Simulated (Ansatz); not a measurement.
Cost and result up the ladder for Ge(CF3)2H2 (C2H2F6Ge) (11 atoms). Charge 0, multiplicity 1. Geometry: r2SCAN-D4/def2-SVP.

```xyz
11

Ge    0.375    0.738   -0.292
C    -1.005   -0.352   -1.225
F    -1.421    0.254   -2.354
F    -2.085   -0.545   -0.447
F    -0.531   -1.563   -1.567
C     0.733   -0.184    1.436
F     1.142   -1.451    1.242
F    -0.366   -0.227    2.209
F     1.695    0.450    2.135
H    -0.190    2.127   -0.008
H     1.652    0.752   -1.128
```

Ansatz on 4 threads of Arm Neoverse V2 on a shared host. Times are rough, and most runs start from the orbitals of an earlier one. PBE0-D4/def2-TZVPD serves as the yardstick here, not as an exact answer. Differences are given only for rows in sets of like size (and for xTB, whose basis is part of the method), since another set adds its own error. Binding counts from free atoms at the same level (Ge triplet, C triplet, F doublet, H doublet; other spins of the atoms weren't run), without zero-point energy or a counterpoise term.

B3LYP takes the VWN-RPA correlation. Correlated methods freeze 17 core orbitals; core or outer-core shells of Ge are correlated, in sets that lack core-valence functions. The rows differ in basis, and correlated rows in double-zeta sets carry the largest basis error.

Correlated methods converge slowly with the basis, most of all in double-zeta sets.

```csv
level,functions,binding energy per atom (eV),difference from PBE0-D4/def2-TZVPD (eV)
BHLYP-D4/def2-TZVP,308,3.54,-0.27
HF/STO-3G,60,2.73,–
PBE0-D4/def2-SVP,154,3.90,–
r2SCAN-D4/def2-TZVP (with forces),308,3.85,0.03
MP2/def2-TZVP,308,3.86,0.05
PBE-D4/def2-SVP,154,4.11,–
PBE0-D4/def2-TZVP,308,3.81,0.00
PBE0-D4/def2-TZVPD,386,3.81,0.00
PBE-D4/def2-TZVP,308,3.99,0.18
B3LYP-D4/def2-TZVP,308,3.76,-0.05
CCSD(T)/def2-SVP,154,3.59,–
B97M-V/def2-TZVP,308,3.81,0.00
B97M-V/def2-TZVPD,386,3.80,-0.01
PBE-D4/def2-TZVPD,386,3.98,0.17
```

**Question.** Estimate how long each takes.

**Answer.** HF/STO-3G 0.25 s; PBE-D4/def2-SVP 1.4 s; PBE0-D4/def2-SVP 2.1 s; PBE-D4/def2-TZVP 2.9 s; B3LYP-D4/def2-TZVP 5.5 s; PBE-D4/def2-TZVPD 5.5 s; PBE0-D4/def2-TZVP 6 s; BHLYP-D4/def2-TZVP 6 s; r2SCAN-D4/def2-TZVP (with forces) 6.5 s; MP2/def2-TZVP 7.5 s; PBE0-D4/def2-TZVPD 11 s; B97M-V/def2-TZVP 13 s; B97M-V/def2-TZVPD 19 s; CCSD(T)/def2-SVP 66 s. On shared hardware such times vary by a factor of up to 3.
